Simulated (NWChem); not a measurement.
# tetrachloroaluminate (AlCl₄ anion); SMILES [Cl][Al-]([Cl])([Cl])[Cl]

```xyz
5

Cl    -1.8527    -0.7326    -0.9000
Al     0.0000     0.0000     0.0000
Cl     0.8264    -1.5355     1.3187
Cl    -0.4170     1.8072     1.1574
Cl     1.4433     0.4609    -1.5760
```
Atoms are numbered in this order, from 1.

Program: NWChem. Sets without diffuse functions describe the anion's extra electron poorly. All runs use the structure optimised with B3LYP/def2-SVPD. No frequency run checked for a minimum. Atomic charges in e: unrestrained fits to the electrostatic potential beside Mulliken populations; buried atoms are poorly determined by the fit.

**Question.** Predict the results for B3LYP/def2-SVP. Quantities: ESP Cl1; Mulliken Cl1; ESP Al2; Mulliken Al2; ESP Cl3; Mulliken Cl3; ESP Cl4; Mulliken Cl4; ESP Cl5; Mulliken Cl5; relative RMS misfit of the potential (%).

**Answer.** 
```
Quantity                                  Value
----------------------------------------  -----
ESP Cl1                                   -0.41
Mulliken Cl1                              -0.41
ESP Al2                                    0.63
Mulliken Al2                               0.65
ESP Cl3                                   -0.41
Mulliken Cl3                              -0.41
ESP Cl4                                   -0.41
Mulliken Cl4                              -0.41
ESP Cl5                                   -0.41
Mulliken Cl5                              -0.41
relative RMS misfit of the potential (%)      3
```
